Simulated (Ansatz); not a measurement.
A run of Ansatz (development build ahead of 0.2.0) on quintet CoMn at this shape:

```xyz
2

Mn    0.0000    0.0000    0.0000
Co    0.0000    0.0000    3.6800
```

Its results:

```yaml
Converged: yes
Total_energy: -2533.69541 hartree
Spin_squared_of_the_determinant: 6.000
Stability_test: minimum among restricted orbitals
```

Question: Which input gives this output? Name the method, the orbitals and the basis set, and write the input.

Answer: B3LYP (restricted open-shell) in pcseg-2.

```yaml
crystal:
  periodic: [false, false, false]
  atoms:
    - { symbol: Mn, position_ang: [0.0, 0.0, 0.0] }
    - { symbol: Co, position_ang: [0.0, 0.0, 3.68] }
basis:
  gaussian: { orbitals: pcseg-2 }
magnetization:
  initial_magnetization: 4
hamiltonian:
  xc: { name: B3LYP }
```

Caution: stretched shape with no unrestricted run beside it, a lower state can exist.
